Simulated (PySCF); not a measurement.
# RuO4, singlet: data card

Computed with PBE0/[Ru def2-TZVP with ECP28, O def2-TZVP], scalar-relativistic core potentials, density fitting, no spin–orbit coupling, PySCF.

The structure is a minimum.

```
Point group                                                                   : Td
Bond lengths                                                                  : Ru–O 1.663 Å (×4)
Bond angles                                                                   : O–Ru–O 109.5° (×6)
Enthalpy at 298.15 K above 0 K                                                : 14.78 kJ/mol
Entropy at 298.15 K and 1 bar                                                 : 284.3 J/(mol K)
Heat capacity Cp at 298.15 K                                                  : 71.4 J/(mol K)
Dipole moment                                                                 : 0.00 D
Rotational constants                                                          : 0.1429, 0.1429, 0.1429 cm⁻¹
Zero-point energy                                                             : 35.5 kJ/mol
Atomisation energy without zero-point energy                                  : 1728 kJ/mol
Principal quadrupole moments (Buckingham, traceless) about the centre of mass : 0.00, 0.00, 0.00 D Å
Highest occupied level                                                        : -10.48 eV
Lowest empty level                                                            : -5.04 eV
Principal polarisabilities                                                    : 45.7, 45.7, 45.7 bohr³
Rotational symmetry number                                                    : 12
```

Harmonic modes (masses in u: Ru 101.904, O 15.995):
```
symmetry  ω (cm⁻¹)  IR (km/mol, summed over degenerate members)
       e       352                                          0.0
      t2       376                                         15.9
      a1      1018                                          0.0
      t2      1028                                          463
```

In Td the vibrations span e + 2t2 + a1. The a1, e modes carry no infrared intensity, as symmetry demands.

Charges (e):
| atom | Mulliken | Löwdin | polar tensor | Mayer order to Ru1 |
| --- | --- | --- | --- | --- |
| Ru1 | 1.83 | 0.97 | 2.07 | – |
| O2,3,4,5 | -0.46 | -0.24 | -0.52 | 1.53 |

Mulliken populations on Ru1 (electrons outside its core potential): s 2.23, p 6.41, d 5.45, f 0.07.

Formally Ru is in oxidation state +8, d0. The polar-tensor charge on Ru, 2.07, is far below the formal one.

Only a few start shapes were tried, so a lower isomer may exist.

The final relaxation and frequency run took 32 s on 4 threads of a shared Arm Neoverse V2 host, with 164 basis functions and 6 gradients; the process peaked at 1.9 GiB.
